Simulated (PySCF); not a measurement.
2-fluoropyridine, C5H4FN.
Numbering: `[F:1][c:2]1[cH:3][cH:4][cH:5][cH:6][n:7]1` (hydrogens: H8 on C3; H9 on C4; H10 on C5; H11 on C6)

The same species was optimised twice, with GFN2-xTB and with PBE0-D3(BJ)/def2-SVP (PySCF), and the same property calculations (PySCF, gas phase) were run on both structures.

```tsv
coordinate	GFN2-xTB	PBE0-D3(BJ)/def2-SVP	change
F1–C2 (Å)	1.340	1.326	-0.014
C6–N7 (Å)	1.323	1.333	+0.010
C2–C3 (Å)	1.388	1.396	+0.008
C4–C5 (Å)	1.389	1.396	+0.007
C5–C6 (Å)	1.385	1.391	+0.006
C3–C4 (Å)	1.384	1.389	+0.005
C2–N7 (Å)	1.311	1.308	-0.003
F1–C2–N7 (°)	115.8	116.5	+0.7
F1–C2–C3 (°)	118.9	118.4	-0.5
C4–C5–C6 (°)	118.5	118.1	-0.4
C2–C3–C4 (°)	116.7	116.9	+0.2
C5–C6–N7 (°)	123.1	123.2	+0.1
C2–N7–C6 (°)	117.4	117.5	+0.1
C3–C2–N7 (°)	125.2	125.1	-0.1
C3–C4–C5 (°)	119.1	119.2	+0.1
```

Rotational constants: A = 5940, B = 2712, C = 1862 MHz (GFN2-xTB) against A = 5907, B = 2705, C = 1855 MHz (PBE0-D3(BJ)/def2-SVP). Point groups within 0.08 Å: Cs and Cs.

On the GFN2-xTB structure: HOMO (eV) -7.74 [PBE0/pcSseg-1]; LUMO (eV) -1.10 [PBE0/pcSseg-1]; dipole (D) 3.36 [PBE0/pcSseg-1]; GIAO shielding of F1 (ppm) 237.2 [PBE0/pcSseg-1]; GIAO shielding of C2 (ppm) 12.7 [PBE0/pcSseg-1]; GIAO shielding of C3 (ppm) 72.5 [PBE0/pcSseg-1]; GIAO shielding of C4 (ppm) 40.6 [PBE0/pcSseg-1]; GIAO shielding of C5 (ppm) 61.7 [PBE0/pcSseg-1]; GIAO shielding of C6 (ppm) 31.8 [PBE0/pcSseg-1]; GIAO shielding of N7 (ppm) -51.2 [PBE0/pcSseg-1].

What do these properties become on the PBE0-D3(BJ)/def2-SVP structure?

```
                                    property          level  on GFN2-xTB  on PBE0-D3(BJ)/def2-SVP  change
                                   HOMO (eV)  PBE0/pcSseg-1        -7.74                    -7.70   +0.04
                                   LUMO (eV)  PBE0/pcSseg-1        -1.10                    -1.12   -0.02
                                  dipole (D)  PBE0/pcSseg-1         3.36                     3.27   -0.09
energy, GFN2-xTB geometry as zero (kcal/mol)  PBE0/pcSseg-1          0.0                     -0.1    -0.1
                  GIAO shielding of F1 (ppm)  PBE0/pcSseg-1        237.2                    240.3    +3.1
                  GIAO shielding of C2 (ppm)  PBE0/pcSseg-1         12.7                     13.9    +1.2
                  GIAO shielding of C3 (ppm)  PBE0/pcSseg-1         72.5                     70.4    -2.1
                  GIAO shielding of C4 (ppm)  PBE0/pcSseg-1         40.6                     38.6    -2.0
                  GIAO shielding of C5 (ppm)  PBE0/pcSseg-1         61.7                     59.1    -2.6
                  GIAO shielding of C6 (ppm)  PBE0/pcSseg-1         31.8                     29.8    -2.0
                  GIAO shielding of N7 (ppm)  PBE0/pcSseg-1        -51.2                    -49.9    +1.3
```

The heavy atoms differ by 0.008 Å rms after alignment. Among bonds between heavy atoms F1–C2 changes most (-0.014 Å). Changes are differences of the printed values. Neither structure is proved a minimum here.
